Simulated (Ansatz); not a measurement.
Ansatz (a first-principles code) input:

Ansatz 0.2 input:
```yaml
crystal:
  periodic: [false, false, false]
  atoms:
    - {symbol: W, position_ang: [0.01858966, 0.01468331, -0.00853353]}
    - {symbol: O, position_ang: [1.55041396, -0.33712143, -0.69674305]}
    - {symbol: O, position_ang: [-0.49406179, -0.80715981, 1.40732489]}
    - {symbol: O, position_ang: [-0.98302327, 1.21620113, -0.71320492]}
basis:
  gaussian:
    orbitals: def2-TZVP
hamiltonian:
  xc: b3lyp
  dispersion: d3bj
magnetization: {spin_polarized: true, initial_magnetization: 2}
relax: {f_tol: 0.002, max_steps: 150}
```

Problem. Which total energy does the run end on?

Solution. -292.91622 Eh (B3LYP-D3(BJ)/def2-TZVP). The basis has 133 functions.

The spin state was set by rule; other spins were not relaxed.
